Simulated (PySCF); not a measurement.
**Correlation energy of Ni (nickel, neutral)**

[Ar] 3d7 4s2 4p1, one real determinant (an excited configuration). All numbers are calculated (PySCF 2.14, the non-relativistic Hamiltonian (point nucleus), in aug-cc-pVTZ (8s7p5d3f2g, 93 functions)). Frozen: [Ar]; 10 electrons correlated.

MP2 pair energies summed by pair of shells (mhartree):

```csv
pair,energy,share (%)
3d-3d,-181.73,68.0
3d-4s,-44.13,16.5
4s-4s,-18.43,6.9
4s-4p,-14.75,5.5
3d-4p,-8.12,3.0
```

Total MP2 correlation energy: -267.15 mhartree.

Same-spin part -102.89 and opposite-spin part -164.26 mhartree; SCS-MP2 scales them by 1/3 and 6/5 to -231.41 mhartree.

The reference is one real determinant that mixes LS terms of this configuration.
